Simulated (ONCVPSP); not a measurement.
iridium: variants of one ONCV potential

Base potential:

Ir, optimised norm-conserving Vanderbilt (ONCV), made with ONCVPSP 4.0.1 (PBEsol, fully relativistic). Core [Xe] 4f14, reference 5d7 6s1.5 6p0.5. Waves: 6s: rc 2.40 bohr, ncon 4, nbas 8, qcut 2.3 1/bohr, 2 projectors, debl 3.9 Ha; 6p: rc 2.95 bohr, ncon 4, nbas 7, qcut 3.3 1/bohr, 2 projectors, debl 2.1 Ha; 5d: rc 1.80 bohr, ncon 5, nbas 10, qcut 8.4 1/bohr, 1 projector. Local part: polynomial inside 1.75 bohr (lpopt 5, dvloc0 3 Ha). Core correction: Teter function, fcfact 3.25, rcfact 1.4.

Open shells are filled in proportion to 2j + 1.

All-electron outer shells of the reference configuration (PBEsol, scalar-relativistic, ld1.x):

```json
{"shell": "4f", "level (eV)": "-63.23", "outermost node (bohr)": "–", "outermost maximum (bohr)": "0.39"}
{"shell": "5p", "level (eV)": "-55.72", "outermost node (bohr)": "0.54", "outermost maximum (bohr)": "1.01"}
{"shell": "5d", "level (eV)": "-8.11", "outermost node (bohr)": "0.59", "outermost maximum (bohr)": "1.29"}
{"shell": "6s", "level (eV)": "-7.07", "outermost node (bohr)": "1.17", "outermost maximum (bohr)": "2.38"}
{"shell": "6p", "level (eV)": "-1.68", "outermost node (bohr)": "1.39", "outermost maximum (bohr)": "3.38"}
```

Cutoffs, loose and tight: the cutoffs (Ha) at which the residual kinetic energy of the hardest occupied pseudo-wave falls to 1 and 0.1 mHa per electron. They do not see the model core or the augmentation charge, which bear on the density cutoff. Test errors are all-electron minus pseudo excitation energies from the reference, over the configurations 5d7 6s2 6p0; 5d7 6s1 6p0; 5d7 6s0 6p0; 5d8 6s1 6p0. A dash means not determined; rows that change the core or the reference have their own tests. The largest error is taken over the tests solved by every variant that gives reliable tests at all: 5d7 6s1 6p0; 5d7 6s2 6p0; 5d8 6s1 6p0.

| change | outcome | cutoff, loose | cutoff, tight | bound ghosts | GHOST(+) flags above zero | largest test error (meV) |
| --- | --- | --- | --- | --- | --- | --- |
| base | generated | 19 Ha | 28 Ha | none | s, p3/2, p1/2 | -41 |
| d: rc 1.26; local potential polynomial inside 1.26 bohr (lpopt 5, dvloc0 3 Ha) | failed: oncvpsp_r: lschvkbb convergence ERROR, n= 2 l= 1 | – | – | – | – | – |
| d: rc 1.5; local potential polynomial inside 1.50 bohr (lpopt 5, dvloc0 3 Ha) | generated | 18 Ha | 28 Ha | none | s, p3/2, p1/2 | -38 |
| d: rc 1.78 | generated | 19 Ha | 28 Ha | none | s, p3/2, p1/2 | -41 |
| d: rc 1.88 | generated | 19 Ha | 28 Ha | none | s, p3/2, p1/2 | -41 |
| d: rc 2.12 | generated | 19 Ha | 28 Ha | none | s, p3/2, p1/2 | -41 |
| d: rc 2.32 | generated | 18 Ha | 28 Ha | none | s, p3/2, p1/2 | -41 |

(1) What comes out with this change to the base: d: rc 2.6?

Answers

(1) outcome: generated; cutoff, loose: 17 Ha; cutoff, tight: 28 Ha; bound ghosts: none; GHOST(+) flags above zero: s, p3/2, p1/2; largest test error (meV): -37.

Reading the sweep of the d radius (base included, trends over the rows without a ghost): The loose cutoff stays near 19 Ha. The generation fails at 1.26 bohr.
